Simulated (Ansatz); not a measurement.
`C[OH+][InH3-]` at its PBE0-D4/def2-TZVP geometry, where that method's forces vanish. The species carries charge 0 and has multiplicity 1. In: def2 effective core potential.

```xyz
10

C    -1.3420   -0.5030   -0.4397
O    -0.5923    0.6166    0.0250
In    1.6937    0.2557    0.6497
H    -0.9098   -0.9195   -1.3531
H    -1.3001   -1.2543    0.3473
H    -2.3838   -0.2217   -0.6086
H    -0.6418    1.3299   -0.6178
H     2.0035   -0.8229   -0.6772
H     1.3823   -0.4134    2.2119
H     2.0903    1.9325    0.4625
```

Question: What forces (eV/Å) does PBE-D4/def2-TZVPP give on these atoms in the Gaussian-basis code of Ansatz? (Best estimate.)

Answer: Computed: 
```
C1  -0.132 -0.187 -0.119
O2   0.176  0.111  0.480
In3  0.106 -0.015  0.017
H4   0.075 -0.118 -0.198
H5   0.006 -0.160  0.160
H6  -0.229  0.041 -0.041
H7  -0.007  0.329 -0.300
H8   0.017 -0.072 -0.089
H9  -0.030 -0.041  0.102
H10  0.018  0.112 -0.012
```
